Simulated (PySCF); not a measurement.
**Correlation energy of Ru(3+) (ruthenium, charge +3)**

[Kr] 4d5, high-spin 6S determinant. All numbers are calculated (PySCF 2.14, the spin-free X2C one-electron Hamiltonian (Gaussian nucleus), in x2c-TZVPPall with one added diffuse shell each of s, p, d, f type (9s7p7d3f1g, 95 functions)). Frozen: [Kr]; 5 electrons correlated.

```csv
level,correlation energy (mhartree)
CCSD,-65.57
(T),-0.62
CCSD(T),-66.19
```

Diagnostics: T1 = 0.00036, D1 = 0.0005, largest double amplitude 0.024.

Problem. Is a single reference adequate?

Solution. Yes, within this model without spin-orbit coupling: T1 lies below 0.03 and no double amplitude reaches 0.07.
